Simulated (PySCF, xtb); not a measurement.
Al(H)(Et)(OMe) (C3H9AlO), SMILES C[CH2][AlH][O]C.

GFN2-xTB (xtb 6.7.1) at its own geometry gives an orbital gap of 4.19 eV and a dipole moment of 1.11 D.

Geometry optimised at ωB97X-D3(BJ)/def2-SVP. The values are those of a single conformer.

What does PBE/def2-TZVP in PySCF give? (An estimate is asked for; the answer gives what the named calculation found.)

gap 4.90 eV (levels -6.21 and -1.32 eV), dipole 0.02 D.
